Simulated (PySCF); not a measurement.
All of these have the formula C7H9FO. Method used: PySCF, TDDFT CAM-B3LYP/def2-SVPD, vertical, gas phase, core orbitals frozen in the response. Geometries: PBE0-D3(BJ)/def2-SVP; one conformer of each isolated species. Triplets are in the Tamm–Dancoff approximation. 'Strongest' means the level of largest summed f among the lowest 10 singlets; it needn't be the same kind of state in each.

Problem. Rank by computed LUMO energy, lowest first.
A. `O=C[C@@]12CC[C@@H]1C[C@H]2F`
B. `C=C[C@H]1CCC(F)=CO1`
C. `O=C[C@@]12CC[C@@H]1C[C@@H]2F`
D. `C=C1C(=C)[C@@H](OC)[C@@H]1F`

Solution. D (-0.41 eV), C (-0.03 eV), A (0.12 eV), B (0.95 eV).

```
                      SMILES  LUMO (eV)  S1 (eV)  f (S1)  T1 (eV)  strongest (eV)  S1 mainly
 C=C1C(=C)[C@@H](OC)[C@@H]1F      -0.41     5.29   0.296     3.00            5.29  H→L (95%)
O=C[C@@]12CC[C@@H]1C[C@@H]2F      -0.03     4.18   0.000     3.60            8.08  H→L (90%)
 O=C[C@@]12CC[C@@H]1C[C@H]2F       0.12     4.15   0.000     3.56            6.67  H→L (91%)
         C=C[C@H]1CCC(F)=CO1       0.95     5.82   0.028     4.08            7.42  H→L (94%)
```

H and L stand for HOMO and LUMO.

- `C=C1C(=C)[C@@H](OC)[C@@H]1F`: Löwdin shares by element: HOMO carbon 78% or more (atoms not listed hold the other 21%); LUMO carbon 70% or more (atoms not listed hold the other 30%).
- `O=C[C@@]12CC[C@@H]1C[C@@H]2F`: Löwdin shares by element: HOMO oxygen 49%, carbon 27% or more, hydrogen 8% or more (atoms not listed hold the other 16%); LUMO carbon 51% or more, oxygen 30% (atoms not listed hold the other 19%).
- `O=C[C@@]12CC[C@@H]1C[C@H]2F`: S1 has the pattern of n→π* at C=O.
- `C=C[C@H]1CCC(F)=CO1`: Löwdin shares by element: HOMO carbon 50% or more, oxygen 24%, fluorine 11% (atoms not listed hold the other 15%); LUMO carbon 61% or more, hydrogen 12% or more (atoms not listed hold the other 27%).
